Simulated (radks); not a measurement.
Results of a calculation; reference values are marked as such.
Problem. Coherent X-ray form factor from a spherical all-electron density. Code: a radial shooting solver on a logarithmic mesh with Libxc functionals. Model: Dirac Kohn-Sham, LDA (Slater exchange, Perdew-Wang correlation), spin-unpolarised, spherical densities, finite nucleus; Fermi nuclear charge, rms radius of each element as measured or else 0.836 A^(1/3) + 0.57 fm.

sin(theta)/lambda (1/angstrom),f0 (electrons)
0.05,3.961
0.1,3.847
0.15,3.671
0.2,3.449
0.25,3.201
0.3,2.946
0.4,2.472
0.5,2.098
0.6,1.836
0.8,1.544
1,1.382
1.25,1.204
1.5,1.021
2,0.693

The species is in the configuration that NIST lists as its ground one. Which atom or ion scatters so?

Solution. The oxygen ion O4+, [He] 2s2. Extrapolating in s^2 from the first two rows gives f0(0) = 4.0, near the electron count 4; among species with that count, the fall with angle is slower the higher Z, and the table is that of Z = 8; from so few rows the species is fixed only to a neighbour or two.
